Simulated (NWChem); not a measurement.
Ionisation of borohydride (H$_{4}$B (-1))

SMILES: [BH4-]
```xyz
5

B      0.0000     0.0000     0.0000
H      0.0000     1.0278     0.7267
H      0.0000    -1.0278     0.7267
H      1.0278     0.0000    -0.7267
H     -1.0278     0.0000    -0.7267
```
Charge -1, spin multiplicity 1.

The numbers come from NWChem runs, not from measurements. All single points use one geometry, from PBE/def2-SVP, a minimum by its harmonic frequencies.

Basis set: def2-TZVPD. −ε marks an orbital energy of the parent.

B3LYP has NWChem's definition, with VWN1-RPA local correlation. The anion's geometry comes from a basis without diffuse functions.

Problem. For the first vertical ionisation energy, −ε(HOMO) of HF gives 5.16 eV and −ε(HOMO) of LDA (SVWN5) gives 0.74 eV. What do −ε(HOMO) of B3LYP, −ε(HOMO) of PBE, G0W0@PBE0 give?

Solution. −ε(HOMO) of B3LYP: 1.77 eV; −ε(HOMO) of PBE: 0.67 eV; G0W0@PBE0: 4.26 eV.
